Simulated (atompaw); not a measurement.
**What one change does to a pseudopotential (Sc, PAW (atompaw))**

- Element: Sc
- Generator: atompaw 4.2.0.5
- Type: PAW
- Functional: PBE
- Relativity: scalar-relativistic
- Frozen core: [Ne]
- Valence charge: 11
- Reference configuration: 3s2 3p6 3d1 4s1.5 4p0 (charge +0.5)
- Partial waves: 3s (bound): rc 1.60 bohr; 4s (bound): rc 1.65 bohr; 3p (bound): rc 2.00 bohr; 4p (bound, empty): rc 1.75 bohr; 3d (bound): rc 2.10 bohr; 3d channel at 0.05 Ry: rc 2.10 bohr
- Local potential: troulliermartins scheme with l = 3 at 0.5 Ry, radius 1.60 bohr
- Core correction: smooth core density matched at 1.75 bohr
- Augmentation charge: sinc compensation charge, radius 1.75 bohr; PAW radius 2.10 bohr; waves and projectors: custom polynom2 7 10 vanderbiltortho

Change: wave 3s (bound): rc 1.60 bohr becomes 3s (bound): rc 2.00 bohr.

Cutoffs: the cutoffs (Ry, on a coarse ladder) from which the occupation-weighted sum of valence levels, in a spherical-Bessel basis at the reference potential, stays within 10 and 1 mRy of its value at 400 Ry; they do not see the model core or the augmentation charge, which bear on the density cutoff.

**Question.** What does the change do?

**Answer.** The potential gets neither clearly harder nor softer (21 Ry and 25 Ry → 21 Ry and 25 Ry); a bound ghost appears in s, which as a rule spoils a file.

| quantity | base | changed |
| --- | --- | --- |
| cutoff, loose | 21 Ry | 21 Ry |
| cutoff, tight | 25 Ry | 25 Ry |
| loose cutoff by channel (10 mRy a level) | s 15 Ry, p 15 Ry, d 18 Ry | s 12 Ry, p 15 Ry, d 18 Ry |
| bound ghosts | none | s |
| s: phases at 2.12 bohr within 0.05 rad from the reference energy up to (Ry; the scan ends near 5) | to the end of the scan | to the end of the scan |
| p: phases at 2.12 bohr within 0.05 rad from the reference energy up to (Ry; the scan ends near 5) | 1.9 | 1.9 |
| d: phases at 2.12 bohr within 0.05 rad from the reference energy up to (Ry; the scan ends near 5) | 3.0 | 3.0 |
| lowest overlap eigenvalue by channel | s 0.50, p 1.00, d 0.94 | s 0.61, p 1.00, d 0.94 |

 A true bound ghost makes a file unfit for plane-wave use even where its test errors are small: the radial tests pick states by their node count and pass the ghost by. The cutoffs see the waves, projectors and local potential, not the compensation charge or the core.
